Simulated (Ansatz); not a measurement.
Isolated molecules relaxed with PBE0-D4/def2-TZVP in Ansatz; ΔE leaves out vibrations. CBS: MP2 limit from def2 TZ/QZ plus the TZ coupled-cluster correction, frozen cores. This one scheme is used for every species. DFT in def2-TZVPP. One conformer a species, not always the lowest.

Consider the ligand exchange at the Si–O bond: `F[SiH2]O[SiH](F)F` + `C=N` → `C=N[SiH](F)F` + `O[SiH2]F`.

| level | ΔE (eV) |
| --- | --- |
| LDA (SPW92) | 0.72 |
| r2SCAN-D4 | 0.83 |
| PBE0-D4 | 0.80 |
| revPBE | 0.74 |
| r2SCANh | 0.83 |
| RPA@PBE/def2-TZVPP | 0.88 |
| HF/def2-TZVPP | 0.96 |
| MP2/def2-QZVPP | 0.85 |

Problem. What does CCSD(T)/CBS give? (Estimate.)

Solution. Computed: +0.87 eV. The listed levels differ from it by -0.15, -0.04, -0.07, -0.13, -0.04, 0.01, 0.09, -0.02 eV.

Largest T1 diagnostic among the species: 0.013.

From PBE to PBE0 (25 % exact exchange), in def2-TZVPP and without D4, ΔE moves by +0.05 eV. In def2-TZVPP, CCSD(T) changes the Hartree–Fock value by −0.08 eV (the triples alone add −0.02 eV) and MP2 by −0.11 eV.
